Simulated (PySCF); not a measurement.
## NiF: one state, many levels of theory

State: ²Σ⁺ (doublet), unpaired electrons σ ↑. Set-up: basis Ni def2-TZVPPD, F def2-TZVPPD; no relativity; PySCF 2.14. De refers to Ni (3d8 4s2) + F in their high-spin ground configurations, without counterpoise correction. The functionals are run spin-unrestricted. A positive dipole means Ni(−)F(+).

```csv
Level,Re (Å),ωe (cm⁻¹),De (eV),μ (D),"CPU s a point (SCF and correlation, without the integrals)"
UHF,1.828,581,n/a,-6.67,2.7
UHF-MP2,1.769,606,n/a,n/a,5.2
UHF-SCS-MP2,1.785,596,n/a,n/a,n/a
PBE,1.757,608,n/a,-4.40,2.6
PW91,1.754,613,n/a,-4.40,1.6
r²SCAN,1.749,627,n/a,-4.72,3.8
r²SCANh,1.756,622,n/a,-5.03,5.6
B3LYP,1.775,601,n/a,-5.11,5
PBE0,1.770,607,n/a,-5.24,5.5
r²SCAN0,1.766,619,n/a,-5.41,5.8
M06-2X,1.803,608,n/a,-5.81,6
CAM-B3LYP,1.767,617,n/a,-5.29,8.4
```

The bond length runs from 1.749 Å (r²SCAN) to 1.828 Å (UHF).

Correlated steps freeze 6 core orbitals. De is left out where the level can put another filling of the metal’s s and d shells below the measured ground configuration, by anything from nothing to about 1 eV. With d or f electrons several states lie close, and the lowest PBE0 determinant need not be the measured ground state.

The whole job (state search and all levels along the bond) took about 16 min on 2 threads of Arm Neoverse V1 (shared host), peak memory 5 GiB.
